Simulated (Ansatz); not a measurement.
CH2BClF: structure from calculated spectroscopic constants

These gas-phase data were calculated for one isomer of CH2BClF at B3LYP-D3(BJ)/6-311G** (harmonic, unscaled wavenumbers; equilibrium rotational constants with average atomic masses):

| Item | Value |
| --- | --- |
| rotational constants | 15.97, 3.41, 2.81 GHz |
| all wavenumbers above 1500 cm⁻¹ | 3196, 2636 |

Candidates:

(1) `FB[CH]Cl`, a doublet
(2) `[CH2]B(F)Cl`, a doublet

Question: Assign the data to one candidate and say why.

Answer: Candidate (1). The band at 2636 cm⁻¹ lies where the B–H stretch is expected; (2) has no mode between 2350 and 2900 cm⁻¹.

The same quantities for all candidates:

```tsv
	rotational constants (GHz)	wavenumbers above 1500 cm⁻¹	E above the lowest, B3LYP-D3(BJ)/6-311G** (kcal/mol)
(1)	15.97, 3.41, 2.81	3196, 2636	31.5
(2)	9.41, 4.608, 3.093	3237, 3140	0.0
```

Harmonic stretches to hydrogen usually lie a few per cent above observed fundamentals. Each candidate is one conformer. Open shells are spin-unrestricted. Programs: Ansatz 0.2.0.
